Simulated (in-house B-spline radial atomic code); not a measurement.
A radial electron density 4πr²n(r) was computed for an atom or ion in its tabulated ground configuration with an all-electron radial atomic-structure program (B-spline basis); method: non-relativistic B97-1, spin-polarised, spherical fractional occupations, exact exchange averaged over the configuration. Columns: r (bohr), 4πr²n(r) (electrons per bohr), bar.

```
 0.00337   0.4101 #
 0.00401   0.5682 #
 0.00478   0.7864 ##
  0.0057    1.084 ##
 0.00679    1.482 ###
  0.0081    2.017 #####
 0.00965    2.716 ######
  0.0115    3.623 ########
  0.0137    4.771 ###########
  0.0163    6.184 ##############
  0.0195    7.942 ##################
  0.0232     9.92 ######################
  0.0276     12.1 ###########################
  0.0329    14.39 ################################
  0.0392    16.55 #####################################
  0.0467     18.3 #########################################
  0.0557    19.37 ############################################
  0.0664     19.5 ############################################
  0.0791    18.61 ##########################################
  0.0943    16.91 ######################################
   0.112    14.97 ##################################
   0.134     13.4 ##############################
   0.159    13.02 #############################
    0.19    14.06 ################################
   0.226     16.1 ####################################
    0.27    18.19 #########################################
   0.322    18.99 ###########################################
   0.383     17.7 ########################################
   0.457    14.35 ################################
   0.544       10 #######################
   0.649    5.925 #############
   0.773    3.173 #######
   0.921    1.813 ####
     1.1    1.298 ###
    1.31    1.005 ##
    1.56   0.6535 #
    1.86   0.3151 #
    2.21   0.1098 
    2.64  0.02452 
    3.14 0.003479 
    3.74 0.0002759 
    4.46 1.072e-05
```

(1) Which atom or ion is it?
A. Cl6+
B. Cl5+
C. P6+
D. Ar6+

## Answers

(1) A. The area under the curve, ∫4πr²n dr = ∫r·4πr²n d(ln r) on this logarithmic grid, is 11 electrons, which only this option has. The configuration is [Ne] 3s1.
